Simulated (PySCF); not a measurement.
MgIn at r²SCAN

Level: r²SCAN. PySCF, spin-free X2C with a Gaussian nucleus, basis sets Mg x2c-SVPall, In x2c-SVPall.

For MgIn, the state is ²Π (doublet), unpaired electrons π ↑, the bond length is 2.955 Å and the harmonic wavenumber is 169 cm⁻¹. The force constant is 0.335 mdyn/Å. The rotational constant Be is 0.09726 cm⁻¹. The anharmonicity ωexe is 1.24 cm⁻¹. The vibration–rotation constant αe is 0.000841 cm⁻¹ and the well depth De to Mg + In is 13.0 kcal/mol. The dissociation energy D0 is 12.8 kcal/mol, the bond order (Mayer) is 1.13 and the dipole moment (positive dipole means Mg(−)In(+)) is -1.10 D.

These are scalar-relativistic numbers at best; spin–orbit coupling would shift them, the dissociation energy most. The state is the lowest determinant that a PBE0 search found; another state may lie lower at other levels.
